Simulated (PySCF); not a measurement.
**Question.** What does the PBE0-D3(BJ)/def2-SVP structure of `C#C/C(C)=C\C(=C)CCC` look like in three dimensions?

**Answer.** 
```xyz
24
C10H14 angstrom
C      1.3657    2.1349    0.4019
C      1.5259    0.9399    0.5568
C      1.8340   -0.4288    0.8206
C      3.0802   -0.6244    1.6457
C      1.1158   -1.4982    0.3915
C     -0.0963   -1.5877   -0.4181
C     -0.5281   -2.8147   -0.7737
C     -0.8701   -0.3621   -0.8216
C     -1.6923    0.2363    0.3212
C     -2.3989    1.5194   -0.0808
H      1.2004    3.1852    0.2482
H      3.9564   -0.1881    1.1397
H      2.9876   -0.1153    2.6183
H      3.2738   -1.6909    1.8255
H      1.5210   -2.4724    0.6858
H      0.0055   -3.7185   -0.4666
H     -1.4242   -2.9454   -1.3859
H     -1.5463   -0.6293   -1.6497
H     -0.1814    0.4036   -1.2116
H     -2.4259   -0.5153    0.6595
H     -1.0344    0.4322    1.1832
H     -3.0151    1.9174    0.7397
H     -1.6704    2.2977   -0.3601
H     -3.0598    1.3604   -0.9485
```

Orientation and origin are arbitrary. Atoms count from 1 in this order. Of the pairs four or more bonds apart, C2···H19 is among the closest relative to their van der Waals radii: 2.52 Å, 87 % of the sum of Bondi's values. The C–C distances run from 1.216 Å (C1≡C2, drawn triple) to 1.530 Å (C8–C9, drawn single), a spread of 0.314 Å.

Bonds between heavy atoms (Å): C1≡C2 1.216, C2–C3 1.428, C3–C4 1.507, C3=C5 1.358, C5–C6 1.460, C6=C7 1.348, C6–C8 1.505, C8–C9 1.530, C9–C10 1.519.

Theory: PySCF 2.14.0, PBE0-D3(BJ)/def2-SVP geometry optimisation, gas phase.

Point group: C1 (no symmetry element, even within 0.4 Å). Whether it is a minimum is left open (no frequencies). The numbers are those of one conformer (C3–C5–C6–C7 175°, C5–C6–C8–C9 -75°, C6–C8–C9–C10 177°).

Hardware: one thread of an Intel Xeon Platinum 8488C (shared host). Cost: 3.2 min, 0.92 GiB resident at most. These figures are those of the optimisation.
